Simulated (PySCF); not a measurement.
Species: C₇H₆FS (doublet state).
SMILES with atom numbers: `[H]/[C:1]=[CH:2]\[C:3]#[C:4][C:5]1([F:6])[CH2:7][S:8][CH2:9]1` (hydrogens: H10 on C1; H11 on C2; H12, H13 on C7; H14, H15 on C9)

Geometry (GFN2-xTB, Å), atoms numbered from 1 in this order:
```
atom  x, y, z in Å
C1    -3.4059    0.2422   -1.4551
C2    -2.6601   -0.7887   -1.1866
C3    -1.3594   -0.6859   -0.6216
C4    -0.2645   -0.5426   -0.1429
C5     1.0568   -0.4078    0.4339
F6     1.6147   -1.6650    0.6132
C7     1.9811    0.5191   -0.3691
S8     1.8371    1.8495    0.8794
C9     1.0771    0.4174    1.7292
H10   -3.3690    1.3038   -1.3860
H11   -2.9886   -1.8053   -1.3770
H12    1.6227    0.8054   -1.3547
H13    2.9985    0.1359   -0.4245
H14    1.7502   -0.0037    2.4742
H15    0.1051    0.6337    2.1657
```

Method used: UKS B3LYP, pcH-1 on C F H S, non-relativistic, mean-field spin-orbit, GIAO in PySCF. The structure is a single GFN2-xTB conformer in the gas phase; no vibrational or solvent corrections. The geometry wasn't refined by DFT: couplings that depend on bond lengths, twists or pyramidal angles can differ widely from those at the functional's own minimum. The SCF solution wasn't tested for stability.

Principal values of hyperfine tensors in MHz (contact, dipolar and spin–orbit terms together), for some of the nuclei:

| atom | isotope | A1 | A2 | A3 | alike by the symmetry of this geometry |
| --- | --- | --- | --- | --- | --- |
| C1 | 13C | 241.94 | 268.95 | 474.33 | none |
| H11 | 1H | 105.52 | 106.80 | 124.73 | none |
| H10 | 1H | 3.39 | 28.07 | 79.22 | none |
| C4 | 13C | -2.54 | 9.58 | 13.39 | none |
| C7 | 13C | -3.56 | -3.19 | -3.02 | C9 |
| F6 | 19F | 1.77 | 1.79 | 3.46 | none |
| C5 | 13C | 1.08 | 1.12 | 1.91 | none |
| C2 | 13C | -19.54 | 4.51 | 17.33 | none |

Split each tensor into its isotropic and traceless parts, and turn a_iso into mT with g = 2.0022.

a_iso = (A1 + A2 + A3)/3, Ti = Ai − a_iso; 1 mT corresponds to 28.024 MHz. The tensors hold a spin–orbit part: the run splits a_iso into a_FC + a_SO, and T includes its anisotropic share.

| atom | a_iso (MHz) | a_FC | a_SO | a_iso (mT) | T1 | T2 | T3 |
| --- | --- | --- | --- | --- | --- | --- | --- |
| C1 | 328.41 | 328.54 | -0.13 | 11.719 | -86.47 | -59.46 | 145.93 |
| H11 | 112.35 | 112.36 | 0.00 | 4.009 | -6.83 | -5.55 | 12.38 |
| H10 | 36.89 | 36.89 | 0.00 | 1.317 | -33.50 | -8.82 | 42.32 |
| C4 | 6.81 | 6.80 | 0.01 | 0.243 | -9.35 | 2.77 | 6.58 |
| C7 | -3.26 | -3.26 | 0.00 | -0.116 | -0.30 | 0.06 | 0.24 |
| F6 | 2.34 | 2.34 | 0.01 | 0.084 | -0.57 | -0.55 | 1.12 |
| C5 | 1.37 | 1.37 | 0.00 | 0.049 | -0.29 | -0.25 | 0.54 |
| C2 | 0.77 | 0.76 | 0.00 | 0.027 | -20.31 | 3.75 | 16.56 |

What spin density at the nucleus of H10 lies behind its contact coupling (g_N = 5.58569)?

a_FC = (2μ0/3) gₑ μB g_N μN ρ(0)/(2S·h) = 800.24 MHz × g_N × ρ(0)/(2S), with ρ in bohr⁻³. With a_FC = 36.89 MHz and 2S = 1, ρ(0) = 0.008253 bohr⁻³. In magnitude that is 2.6 % of the 1/π = 0.318 of a free hydrogen atom.

C3 (13C, g_N = 1.40482) isn't in the table. Its spin density at the nucleus is 0.1079 bohr⁻³. What is its contact coupling?

By the same relation, a_FC = 121.3 MHz. Its full tensor has the principal values 115.53, 120.01, 128.40 MHz.

Which nucleus of the table has the largest anisotropic coupling, and what is its form?

C1: -86.5, -59.5, 145.9 MHz (the dipolar term alone has -86.4, -59.5, 145.8), rhombic: the two smaller values differ by 19 % of the largest.

In a single crystal, with the field along each principal axis of the tensor of H11 in turn, what first-order splitting does this nucleus give (isotropic g, quadrupole terms neglected)?

2 lines (I = 1/2), spaced by |A_i|/(g × 13.996): 3.77, 3.81, 4.45 mT along the axes of A1, A2 and A3.
